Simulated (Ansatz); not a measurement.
`N#[C][Ge]([Cl])([Cl])[C]#N`. Charge 0, multiplicity 1.

```xyz
7

N     2.4392    1.3015    0.4554
C     1.5079    0.7003    0.1477
Ge   -0.0235   -0.3023   -0.3769
Cl    0.4290   -2.3571   -0.2806
Cl   -0.5910    0.2694   -2.3229
C    -1.4472    0.0816    0.8278
N    -2.3143    0.3065    1.5496
```

**Question.** List the harmonic frequencies (cm⁻¹, unscaled) at PBE0-D4/def2-TZVP in Ansatz. (Estimate.)

**Answer.** Ansatz gave: 83, 92, 104, 135, 148, 298, 321, 358, 376, 428, 479, 507, 526, 2343, 2345.

**Question.** Is this a minimum?

**Answer.** Yes, all 15 modes are real.

**Question.** Give the ideal-gas thermochemistry at 298.15 K and 1 bar (rigid rotor, harmonic oscillator; point group C2v, symmetry number 2).

**Answer.** Zero-point energy 51.1 kJ/mol; H(298) − E = 76.8 kJ/mol; entropy 394.3 J/(mol·K), of which translation 174.7, rotation 118.7, vibration 101.0; G(298) − E = -40.8 kJ/mol. Modes under 100 cm⁻¹ are hindered rotations or soft bends, so the harmonic entropy is rough.

**Question.** And at 400, 500, 600, 800 and 1000 K?

**Answer.** 
| T (K) | H − E (kJ/mol) | S (J/mol/K) | G − E (kJ/mol) |
| --- | --- | --- | --- |
| 400 | 89.7 | 431.4 | -82.9 |
| 500 | 102.9 | 460.9 | -127.6 |
| 600 | 116.5 | 485.7 | -174.9 |
| 800 | 144.6 | 526.1 | -276.3 |
| 1000 | 173.5 | 558.3 | -384.8 |
